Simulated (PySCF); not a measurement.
**Correlation energy of Sm⁴⁶⁺ (samarium, charge +46)**

[Ne] 3s2 3p4, high-spin 3P determinant. Calculation: PySCF 2.14, in an even-tempered Gaussian basis (18 s from 9.2 bohr⁻², ratio 2.5; 12 p from 12 bohr⁻², ratio 2.5; 4 d from 52 bohr⁻², ratio 2.7; 4 f from 77 bohr⁻², ratio 2.7); scalar relativity by spin-free X2C-1e. Frozen: 1s2; 14 electrons correlated; the 21 highest virtual orbitals of each spin left out.

```tsv
level	correlation energy (mhartree)
CCSD	-595.95
(T)	-0.85
CCSD(T)	-596.80
```

Diagnostics: T1 = 0.00044, D1 = 0.0020, largest double amplitude 0.017.

Spin-orbit coupling is strong in this species (close to jj coupling), so the high-spin LS determinant is a model state, not a physical level.

Cost of the coupled-cluster step: roughly 19 core-seconds, for 14 correlated electrons.

Iterations:

```
CC2 = 0
CCSD nocc = (np.int64(8), np.int64(6)), nmo = (80, 80)
frozen orbitals [[0, 81, 82, 83, 84, 85, 86, 87, 88, 89, 90, 91, 92, 93, 94, 95, 96, 97, 98, 99, 100, 101], [0, 81, 82, 83, 84, 85, 86, 87, 88, 89, 90, 91, 92, 93, 94, 95, 96, 97, 98, 99, 100, 101]]
max_cycle = 100
direct = 0
conv_tol = 1e-08
conv_tol_normt = 1e-06
diis_space = 8
diis_start_cycle = 0
Init t2, MP2 energy = -0.582473768606467
Init E_corr(UCCSD) = -0.582473768606549
cycle = 1  E_corr(UCCSD) = -0.593718936418905  dE = -0.0112451678  norm(t1,t2) = 0.00661467
cycle = 2  E_corr(UCCSD) = -0.595584485570617  dE = -0.00186554915  norm(t1,t2) = 0.00117225
cycle = 3  E_corr(UCCSD) = -0.595949349746465  dE = -0.000364864176  norm(t1,t2) = 0.000223567
cycle = 4  E_corr(UCCSD) = -0.595945952256983  dE = 3.39748948e-06  norm(t1,t2) = 8.27707e-06
cycle = 5  E_corr(UCCSD) = -0.595945956185658  dE = -3.92867572e-09  norm(t1,t2) = 3.34015e-07
UCCSD converged
E(UCCSD) = -8441.132197646697  E_corr = -0.5959459561856583
UCCSD(T) correction = -0.000850665858061298
```

At this charge the one-electron X2C treatment keeps the bare 1/r₁₂, with no two-electron picture change or Breit term. The effect here is smaller than on the frozen 1s shell; and a scalar Hamiltonian misses the large spin-orbit splitting of the p shells, which matters for ns² → np² pairs.

Spin-orbit coupling is strong in this species, so the high-spin LS determinant is a model state.
